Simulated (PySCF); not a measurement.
C₂H₂F₂.

```xyz
6

F      0.0000     1.3928    -0.5468
C      0.0000     0.6659     0.5708
C      0.0000    -0.6659     0.5708
F      0.0000    -1.3928    -0.5468
H      0.0000     1.2468     1.4962
H      0.0000    -1.2468     1.4962
```

Geometry optimised at B3LYP-D3(BJ)/def2-SVP.

Method: B3LYP/pcSseg-2 in PySCF. Non-relativistic, no solvent.

Computed absolute GIAO shielding of each atom: isotropic value and principal components (ppm):
| atom | σ(iso) | σ11 | σ22 | σ33 | span |
|---|---|---|---|---|---|
| F1 | 332.6 | 245.5 | 291.0 | 461.2 | 215.6 |
| C2 | 29.5 | -57.0 | 65.9 | 79.6 | 136.6 |
| C3 | 29.5 | -57.0 | 65.9 | 79.6 | 136.6 |
| F4 | 332.6 | 245.5 | 291.0 | 461.2 | 215.6 |
| H5 | 25.0 | 23.2 | 23.9 | 27.9 | 4.6 |
| H6 | 25.0 | 23.2 | 23.9 | 27.9 | 4.6 |
